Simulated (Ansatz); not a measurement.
Al₃Br₆O₃H₃⁻, that is (Br2Al-mu-OH)3 with one electron more. The state is a doublet with charge -1. Geometry r2SCAN-D4/def2-SVP, that of the neutral singlet; atoms count from 1.

```xyz
15

Al   -0.648   -1.154   -1.444
Br   -2.665   -2.173   -1.626
Br    0.944   -1.373   -3.008
O    -1.004    0.629   -1.118
Al   -0.056    1.944   -0.233
Br    1.707    2.604   -1.452
Br   -1.598    3.411    0.547
O     0.495    0.954    1.226
Al    1.165   -0.760    1.379
Br    3.269   -0.856    0.608
Br    0.609   -1.468    3.459
O     0.006   -1.614    0.221
H    -1.934    0.868   -1.275
H     0.199    1.326    2.075
H    -0.490   -2.337    0.641
```

The highest occupied level of the charge -1 doublet lies above zero (up to 1.84 eV). Energy differences put its binding near zero (-0.01 eV; vertical, to the charge 0 singlet, at PBE-D4/def2-SVP), which leaves it undecided.

Problem. Estimate the Mulliken populations from the PBE/def2-SVP orbitals of Ansatz.

Solution. 
```
atom  charge (e)  spin (α − β)
 Al1        0.54          0.23
 Br2       -0.33          0.01
 Br3       -0.29          0.01
  O4       -0.39         -0.03
 Al5        0.54          0.23
 Br6       -0.29          0.01
 Br7       -0.33          0.01
  O8       -0.39         -0.03
 Al9        0.54          0.23
Br10       -0.29          0.01
Br11       -0.33          0.01
 O12       -0.39         -0.03
 H13        0.13          0.12
 H14        0.13          0.12
 H15        0.13          0.12
```
Mulliken values and Mayer orders depend strongly on the basis.

Problem. Where does the spin sit?

Solution. Summed by element: Al 0.68, Br 0.06, O -0.08, H 0.35, of 1 unpaired in all. Largest on single atoms: Al9 0.23, Al5 0.23, Al1 0.23.

Problem. And the Mayer bond orders between bonded heavy atoms (over 0.3)?

Solution. Al1–Br2 0.99 (2.27 Å); Al1–Br3 1.05 (2.24 Å); Al1–O4 0.64 (1.85 Å); Al1–O12 0.64 (1.85 Å); O4–Al5 0.64 (1.85 Å); Al5–Br6 1.05 (2.24 Å); Al5–Br7 0.99 (2.27 Å); Al5–O8 0.64 (1.85 Å); O8–Al9 0.64 (1.85 Å); Al9–Br10 1.05 (2.24 Å); Al9–Br11 0.99 (2.27 Å); Al9–O12 0.64 (1.85 Å).
